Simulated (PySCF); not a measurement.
Cd(H)(SeH), SMILES [SeH][CdH], singlet, B3LYP/def2-SVP optimised geometry. Atoms within 1.6 Å of the plane z = 0.8 Å (x, y, z in Å): Cd1 (0.43, -0.73, 0.00), H2 (2.10, -0.75, 0.00), Se3 (-2.07, -0.73, 0.00), H4 (-2.10, 0.75, 0.00).

Method: B3LYP/def2-TZVP, def2 effective core potentials past Kr run with PySCF 2.14.0. The core electrons that the potentials of Cd replace are not part of the density.

Map of the Laplacian of the electron density (e/bohr⁵), clipped to [-1.50, 1.50] on the plane z = 0.8 Å:

```
|0000000000000000000000000000000|
|0000000000000000000000000000000|
|0000000000000000000000000000000|
|0000000000000000000000000000000|
|0000000000000000000000000000000|
|0000000000000000000000000000000|
|0000000000000000000000000000000|
|0000000000000000000000000000000|
|0000000000000000000000000000000|
|0000000000000000000000000000000|
|0000000000000000000000000000000|
|0000000000000000000000000000000|
|0000000000000000000000000000000|
|0000000000000000000000000000000|
|0000000000000000000000000000000|
|0000000000000001111000000000000|
|0000000000000013652000000000000|
|0000000010000016995100000000000|
|0000000000000016995100000000000|
|0000000000000013552000000000000|
|0000000000000001110000000000000|
|0000000000000000000000000000000|
|0000000000000000000000000000000|
|0000000000000000000000000000000|
|0000000000000000000000000000000|
|0000000000000000000000000000000|
|0000000000000000000000000000000|
|0000000000000000000000000000000|
|0000000000000000000000000000000|
|0000000000000000000000000000000|
|0000000000000000000000000000000|
```
Scale: ten equal steps from -0.011 (start of '0') to 1.50 (end of '9'), in the order '0123456789'; x runs from -4.50 to 4.50, y from -4.50 (bottom) to 4.50 (top).
